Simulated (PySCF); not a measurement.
AlF₃ → AlF + F₂

Level: PBE0 in the def2-TZVP basis family, all electrons, no relativity, computed in PySCF with density fitting; open shells unrestricted.

```csv
species,state and structure,E (Eh),ZPE (kJ/mol),H(298 K) − H(0) (kJ/mol),S° (J/(mol K))
AlF₃,"singlet, D3h, Al–F 1.629 Å (×3)",-541.93207,20.3,14.2,277.8
AlF,"singlet, C∞v, Al–F 1.664 Å",-342.17359,4.7,8.9,215.2
F₂,"singlet, D∞h, F–F 1.376 Å",-199.40856,6.6,8.7,201.9
```

**Question.** What is the electronic reaction energy?

**Answer.** At PBE0/def2-TZVP, ΔE = 918.7 kJ/mol from the differences of the total energies times 2625.5, uphill. 

**Question.** Add zero-point, thermal and entropy terms for 298.15 K and 1 bar.

**Answer.** ΔZPE = -9.0 and Δ[H(298) − H(0)] = 3.4 kJ/mol give ΔH° = 913.1 kJ/mol. ΔS° = 139.3 J/(mol K), so ΔG° = 913.1 − 298.15 × (0.1393) = 872 kJ/mol.

Only the bonding shown was studied: isomers, or loss of a ligand pair, can lie lower.
